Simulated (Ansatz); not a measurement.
`[AlH2][Br]` + NH₃ → `[NH2][AlH2]` + HBr at 600 K and 1 bar (ligand exchange at the Al–Br bond).

Program: Ansatz. Geometries: PBE0-D4/def2-TZVP. ΔE: electronic, gas phase. CCSD(T)/CBS adds triple-zeta CCSD(T) − MP2 to the extrapolated MP2 energy (def2 sets, frozen cores). This one scheme is used for every species. For Br outer-core shells are correlated without core-valence functions, which leaves a few kJ/mol of doubt a bond. Scalar relativity is left out up to krypton.

| species | CCSD(T)/CBS energy (Eh) | H − E (kJ/mol) | S (J/(mol·K)) |
| --- | --- | --- | --- |
| `[AlH2][Br]` | -2816.58301 | 67.0 | 306.0 |
| NH₃ | -56.50880 | 112.4 | 219.5 |
| `[NH2][AlH2]` | -299.14566 | 138.4 | 304.9 |
| HBr | -2573.91920 | 33.5 | 219.1 |

H − E and S are ideal-gas, rigid-rotor, harmonic terms from PBE0-D4/def2-TZVP. 1 Eh = 2625.50 kJ/mol, R = 8.31446 J/(mol·K).

Problem. By hand: ΔE, ΔH, ΔS and ΔG.

Solution. ΔE = (-299.14566) + (-2573.91920) − (-2816.58301) − (-56.50880) = 0.02695 Eh = 70.8 kJ/mol. Δ(H − E) = 138.4 + 33.5 − 67.0 − 112.4 = -7.5, so ΔH = 63.3 kJ/mol. ΔS = 304.9 + 219.1 − 306.0 − 219.5 = -1.5 J/(mol·K). ΔG = 63.3 − 600 × (-1.5)/1000 = 64.2 kJ/mol.

Problem. By hand: the equilibrium constant, and the temperature at which ΔG would vanish if ΔH and ΔS stayed fixed.

Solution. log₁₀ K = −ΔG/(RT ln 10) = -5.6. ΔH and −TΔS have one sign here, so there is no such temperature. One of them is within its doubt of zero, so this could turn.

The number of gas molecules stays the same, so ΔS is small and ΔH decides. A doubt of 5 kJ/mol in ΔE shifts log₁₀ K by 0.4 here. These are equilibria of isolated gas molecules and say nothing of rates. Largest T1 diagnostic: 0.011 (customary marks: 0.02 for closed shells, 0.045 for open ones).
